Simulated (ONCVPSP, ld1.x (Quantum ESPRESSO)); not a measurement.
**Potentials for P compared**

Generated with ld1.x 7.5 (TM, RRKJ, ultrasoft, PAW), atompaw 4.2 or ONCVPSP 4.0.1. The cutoff is in Ry: for ld1.x and atompaw files where the sum of valence levels is converged to 10 mRy in a Bessel basis, for ONCV files where the hardest occupied wave has 1 mHa per electron of residual kinetic energy. The error is the largest all-electron minus pseudo excitation energy over each file’s own four to seven test configurations (ionisations up to +4, promotions, holes and added fractions of an electron), all of which were solved. The labels leave out finer settings (local radius, basis sizes, second energies), which also bear on the numbers. Spin-polarised tests are not counted. The rows are a selection from randomly drawn settings: files with unsolved tests, undetermined cutoffs or missed reference levels are left out.

A true bound ghost makes a file unfit for plane-wave use even where its test errors are small: the radial tests pick states by their node count and pass the ghost by.

| potential | cutoff (Ry) | largest error (meV) | bound ghosts |
| --- | --- | --- | --- |
| ONCV, BLYP, scalar-relativistic, rc 1.60/1.95/1.55 (spd), local d, core correction yes, reference 3s2 3p2, qcut 4.6/4.5/6.7, projectors 2/2/0 | 21 | +53 | none |
| ONCV, LDA (Perdew-Wang 92), scalar-relativistic, rc 1.35/1.30/1.30 (spd), local p, core correction yes, reference 3s2 3p3, qcut 6/5.4/8.1, projectors 1/0/2 | 33 | +367 | none |
| TM semilocal, PBEsol, non-relativistic, rc 1.25/1.45/1.30 (spd), local d, core correction no, reference 3s2 3p3 | 45 | +81 | none |
| ONCV, PBE, scalar-relativistic, rc 1.30/1.55 (sp), local smoothed, core correction yes, reference 3s2 3p3, qcut 5.9/5.7, projectors 2/2 | 66 | +199 | s |
| ultrasoft, LDA (PZ), fully relativistic, rc 1.60/1.85 (sp), local smoothed, core correction yes, reference 3s2 3p2 | 15 | +18 | none |
| TM, LDA (PZ), scalar-relativistic, rc 1.20/1.30/1.15 (spd), local p, core correction no, reference 3s2 3p3 | 60 | +474 | none |

Fill in the row for P: TM, revPBE, scalar-relativistic, rc 1.70/1.90 (sp), local s, core correction yes, reference 3s2 3p3.

cutoff 21 Ry, largest error +22 meV, bound ghosts: none.

Fill in the row for P: ultrasoft, LDA (PZ), scalar-relativistic, rc 1.45/1.35 (sp), local smoothed, core correction yes, reference 3s1 3p4.

cutoff 25 Ry, largest error +15 meV, bound ghosts: none.
